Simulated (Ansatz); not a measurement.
The inner images of a band of AlClH6N2 (10 atoms, charge 0, multiplicity 1) are given out of order.

The calculation used RKS PBE/def2-SVP (Ansatz).

Initial state:

```xyz
10
Properties=species:S:1:pos:R:3
Al -0.070 0.037 0.192
H -0.191 -0.892 1.493
Cl 1.845 0.118 -0.837
N -1.542 0.238 -0.862
H -2.340 -0.392 -0.735
H -1.445 0.415 -1.867
N 0.042 1.946 0.989
H 0.888 2.429 0.653
H -0.785 2.437 0.614
H 0.020 2.008 2.016
```

Final state:

```xyz
10
Properties=species:S:1:pos:R:3
Al -0.011 0.667 -0.694
H -0.074 0.397 3.402
Cl 1.786 -0.295 -1.278
N -1.545 0.093 -1.378
H -1.620 -0.707 -2.010
H -2.470 0.490 -1.202
N 0.096 2.015 0.466
H 0.977 2.388 0.824
H -0.687 2.566 0.822
H -0.033 0.730 2.706
```

Question: Put them in order from the first end to the last, with their energies above the first end.
A.
```xyz
10
Properties=species:S:1:pos:R:3
Al -0.106 0.020 0.232
H -0.195 -0.852 1.571
Cl 1.868 0.021 -0.709
N -1.614 0.139 -0.779
H -2.046 -0.725 -1.121
H -1.716 0.831 -1.528
N 0.027 1.968 0.911
H 0.925 2.355 0.583
H -0.737 2.562 0.558
H 0.014 2.026 1.939
```
B.
```xyz
10
Properties=species:S:1:pos:R:3
Al -0.132 0.006 0.266
H -0.216 -0.747 1.680
Cl 1.869 -0.109 -0.599
N -1.525 0.060 -0.887
H -1.728 -0.675 -1.568
H -2.148 0.851 -1.060
N 0.017 1.979 0.878
H 0.946 2.277 0.539
H -0.681 2.638 0.504
H 0.017 2.064 1.904
```
C.
```xyz
10
Properties=species:S:1:pos:R:3
Al -0.128 0.114 0.151
H -0.324 -0.336 1.700
Cl 1.818 -0.410 -0.616
N -1.463 0.136 -1.076
H -1.600 -0.692 -1.664
H -2.386 0.533 -0.877
N 0.096 2.046 0.843
H 1.031 2.467 0.738
H -0.612 2.766 0.640
H -0.013 1.721 1.819
```
D.
```xyz
10
Properties=species:S:1:pos:R:3
Al -0.056 0.381 -0.017
H -0.267 0.050 1.775
Cl 1.796 -0.534 -0.538
N -1.497 0.085 -1.031
H -1.632 -0.775 -1.566
H -2.388 0.578 -0.944
N 0.123 2.110 0.771
H 1.049 2.552 0.835
H -0.591 2.844 0.680
H -0.115 1.055 1.692
```
E.
```xyz
10
Properties=species:S:1:pos:R:3
Al 0.003 0.647 -0.247
H -0.279 -0.136 2.012
Cl 1.767 -0.505 -0.518
N -1.512 0.063 -0.969
H -1.600 -0.810 -1.492
H -2.405 0.559 -0.960
N 0.159 2.270 0.497
H 1.052 2.667 0.793
H -0.592 2.953 0.613
H -0.173 0.637 1.928
```
F.
```xyz
10
Properties=species:S:1:pos:R:3
Al 0.009 0.720 -0.452
H -0.224 -0.181 2.582
Cl 1.770 -0.429 -0.727
N -1.524 0.091 -1.093
H -1.617 -0.819 -1.546
H -2.429 0.564 -1.062
N 0.150 2.287 0.383
H 1.035 2.668 0.723
H -0.616 2.930 0.593
H -0.134 0.514 2.257
```
G.
```xyz
10
Properties=species:S:1:pos:R:3
Al -0.002 0.697 -0.586
H -0.146 0.086 3.045
Cl 1.778 -0.375 -1.008
N -1.538 0.089 -1.236
H -1.625 -0.783 -1.761
H -2.452 0.534 -1.137
N 0.123 2.171 0.407
H 1.009 2.547 0.752
H -0.651 2.769 0.700
H -0.076 0.608 2.480
```

Answer: A (+0.06 eV), B (+0.17 eV), C (+0.29 eV), D (+1.25 eV), E (+0.76 eV), F (+0.68 eV), G (+0.67 eV).

Run time: 3.7 min on 2 threads of AMD EPYC 7R43 64-Core Processor (Zen 3) (shared host), peak memory 0.15 GiB.
